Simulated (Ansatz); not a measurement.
Coupled-cluster run, `BO[SiH](C)F`.

```yaml
crystal:
  periodic: [false, false, false]
  atoms:
    - {symbol: B, position_ang: [-0.435472, 1.710150, 1.463714]}
    - {symbol: O, position_ang: [0.208748, 0.982945, 0.527484]}
    - {symbol: Si, position_ang: [-0.323295, -0.084461, -0.609919]}
    - {symbol: C, position_ang: [0.834503, -1.513518, -0.683191]}
    - {symbol: F, position_ang: [-0.306046, 0.684963, -2.006039]}
    - {symbol: H, position_ang: [0.213767, 2.446610, 2.150503]}
    - {symbol: H, position_ang: [-1.626697, 1.602620, 1.594844]}
    - {symbol: H, position_ang: [-1.730066, -0.449752, -0.325564]}
    - {symbol: H, position_ang: [1.852282, -1.172435, -0.886312]}
    - {symbol: H, position_ang: [0.837815, -2.053967, 0.266587]}
    - {symbol: H, position_ang: [0.539962, -2.210055, -1.471509]}
basis:
  gaussian: {orbitals: def2-TZVPP}
correlation: {method: ccsd_t}
```

```sh
$ ansatz run in.yaml --threads 4 --pin off --events-out ev --progress --plain --max-ram 10444MiB
```

Log, shortened:

```
Functional definition: HF
1484 factors; integrals over basis functions are off by at most 9.6e-4 eV
mean field evaluation 1: about -14405.8604 eV, gradient 4.6e1 eV
mean field evaluation 2: about -14406.0735 eV, gradient 4.7e1 eV
mean field evaluation 4: about -14410.2904 eV, gradient 4.1e0 eV
mean field evaluation 8: about -14410.3575 eV, gradient 2.8e-1 eV
mean field -14410.35774659 eV, -529.5708794957 hartree, gradient 2.2e-6 eV, S^2 0.000000; 0 other end points of the search recorded, 0 dependent functions left out
9 core orbitals not correlated: weight in the atoms' cores, before any rotation towards them, 1.000 or more for the frozen orbitals, at most 0.000 for the correlated occupied ones
reference -14410.35774659 eV, -529.5708794957 hartree; 15, 15 occupied and 226, 226 virtual orbitals, 1484 factors
second order -23.92919825 eV of doubles, -0.00000000 eV of singles
cycle   1  -24.30649868 eV  change   -3.8e-1 eV  update   1.0e-1
cycle   2  -24.85509010 eV  change   -5.5e-1 eV  update   3.0e-2
cycle   3  -24.98604735 eV  change   -1.3e-1 eV  update   1.6e-2
cycle   4  -24.97129246 eV  change    1.5e-2 eV  update   3.6e-3
cycle   5  -24.97039785 eV  change    8.9e-4 eV  update   1.7e-3
cycle   6  -24.97116614 eV  change   -7.7e-4 eV  update   5.4e-4
cycle   7  -24.97093554 eV  change    2.3e-4 eV  update   2.1e-4
cycle   8  -24.97087513 eV  change    6.0e-5 eV  update   6.1e-5
cycle   9  -24.97090316 eV  change   -2.8e-5 eV  update   2.4e-5
perturbative correction -0.82784986 eV, -0.0304229210 hartree
Total energy: -14436.15649960 eV, -530.5189661819 hartree
```

Hardware: 4 threads of an Arm Neoverse V2 on a shared host. Wall time 2.3 min, peak host memory 5.5 GiB.

The correlation energy is -25.799 eV, 3.2 % of it from (T); the T1 diagnostic reads 0.0121.
